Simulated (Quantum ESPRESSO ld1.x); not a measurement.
Problem. Au58+, 21 electrons, occupied as [Ar] 3d3. Calculated with ld1.x of Quantum ESPRESSO 7.5: Dirac Kohn-Sham, PBE, spin-unpolarised, spherical densities, point nucleus; open shells fill j = l - 1/2 first. Some entries of the table are withheld. Estimate them.

| orbital | occ. | eigenvalue (eV) | r(max) (bohr) |
|---|---|---|---|
| 1s1/2 | 2 | (1) | 0.010 |
| 2s1/2 | 2 | -18244.9 | (2) |
| 2p1/2 | 2 | -17691.9 | 0.045 |
| 2p3/2 | 4 | -15833.7 | 0.052 |
| 3s1/2 | 2 | -6932.57 | 0.165 |
| 3p1/2 | 2 | (3) | (4) |
| 3p3/2 | 4 | (5) | (6) |
| 3d3/2 | 3 | -5926.16 | 0.128 |
| 3d5/2 | 0 | -5820.40 | 0.132 |

Solution. 
(1) 1s1/2 eigenvalue (eV): -84782.2
(2) 2s1/2 r(max) (bohr): 0.060
(3) 3p1/2 eigenvalue (eV): -6712.09
(4) 3p1/2 r(max) (bohr): 0.154
(5) 3p3/2 eigenvalue (eV): -6245.59
(6) 3p3/2 r(max) (bohr): 0.166
